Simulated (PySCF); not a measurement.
CF4 (SMILES FC(F)(F)F), singlet, at a GFN2-xTB geometry. Base run: TPSS/STO-3G (PySCF).

PySCF was given this input:
```python
from pyscf import gto, scf, dft

mol = gto.Mole()
mol.atom = '''
    C     0.000000    0.000000   -0.000000
    F     0.761567    0.766691    0.747684
    F    -0.749402   -0.756914    0.769615
    F    -0.767915    0.750644   -0.757410
    F     0.755750   -0.760420   -0.759889
'''
mol.basis = 'sto-3g'
mol.charge = 0
mol.spin = 0
mol.verbose = 4
mol.build()

mf = dft.RKS(mol)
mf.xc = 'tpss'
mf.kernel()
mf.analyze()
```

Each row names what was changed in the base input (with any setting that the change needs).

```
change                                           ΔE vs base (µEh)  fitting functions
-----------------------------------------------  ----------------  -----------------
base                                                          0.0                  -
auxbasis = cc-pvtz-ri                                       -1656                405
auxbasis = cc-pvdz-jkfit                                     -687                350
auxbasis = def2-tzvp-ri                                     -1610                380
auxbasis = default (with mf = mf.density_fit())             -2045                383
auxbasis = def2-universal-jkfit                             -2045                383
auxbasis = even-tempered beta=1.6                            -433                350
auxbasis = even-tempered beta=2.0                            -759                250
auxbasis = even-tempered beta=3.0                           -9160                165
auxbasis = def2-universal-jfit                              -3381                245
```

A fitting set is made for a task (jfit for Coulomb, jkfit for Coulomb and exchange, ri for correlation) and for a family of orbital bases.
